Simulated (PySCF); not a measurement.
C₄F₃N₃S.
Geometry (GFN2-xTB, Å), atoms numbered from 1 in this order:
```
atom  x, y, z in Å
N1    -3.763    1.327    0.114
C2    -2.787    0.734    0.073
C3    -1.572    0.007    0.019
N4    -1.557   -1.307   -0.066
S5    -0.050   -1.863   -0.115
C6     0.567   -0.234   -0.013
C7     2.023    0.101   -0.017
F8     2.337    1.022    0.892
F9     2.425    0.561   -1.209
F10    2.764   -0.986    0.246
N11   -0.381    0.641    0.050
```

The closed-shell SCF was solved with PySCF and density fitting under several settings on one GFN2-xTB geometry (grid level 2 and gas phase unless stated).

```tsv
settings	basis functions	SCF cycles	E (Eh)	HOMO (eV)	LUMO (eV)	dipole (D)
PBE0/pcSseg-1	194	16	-1013.5111	-9.17	-3.13	3.75
PBE0/def2-SVPD	236	15	-1013.0381	-9.16	-3.17	3.68
wB97X/def2-SVPD, damping 0.1 at the start, DIIS from the seventh cycle	236	18	-1013.6595	-11.36	-1.10	3.76
PBE0/ANO-RCC-VDZP, grid level 4	158	16	-1013.5173	-9.05	-3.07	3.53
PBE0/pcSseg-1, IEF-PCM chloroform, start guess sap	194	16	-1013.5185	-8.92	-2.84	4.74
```

Problem. Estimate the rows for these settings: (1) PBE0/6-31++G**; (2) PBE0/6-311G**, start guess sap.

Solution. 
```
                      settings  basis functions  SCF cycles      E (Eh)  HOMO (eV)  LUMO (eV)  dipole (D)
                PBE0/6-31++G**              202          16  -1013.5883      -9.12      -3.12        3.76
PBE0/6-311G**, start guess sap              206          18  -1013.7494      -9.04      -2.99        3.68
```

Problem. Over all rows, what range does the HOMO–LUMO gap span?

Solution. From 5.98 eV (PBE0/ANO-RCC-VDZP, grid level 4) to 10.26 eV (wB97X/def2-SVPD, damping 0.1 at the start, DIIS from the seventh cycle). The functional of the narrowest has 25 % exact exchange, that of the widest range-separated exact exchange.

Problem. Compare two rows with the functional PBE0: PBE0/6-31++G** and PBE0/pcSseg-1. Which energy is lower, and by how much?

Solution. PBE0/6-31++G** (202 functions) lies 0.0772 Eh or 48 kcal/mol below PBE0/pcSseg-1 (194 functions).

Cycle counts include a coarse-grid stage where the run had one. All basis functions are spherical, in the Pople sets too. ANO-RCC sets were contracted for a scalar-relativistic Hamiltonian, but ran non-relativistically here. Geometry: GFN2-xTB; no vibrations or thermal averaging.
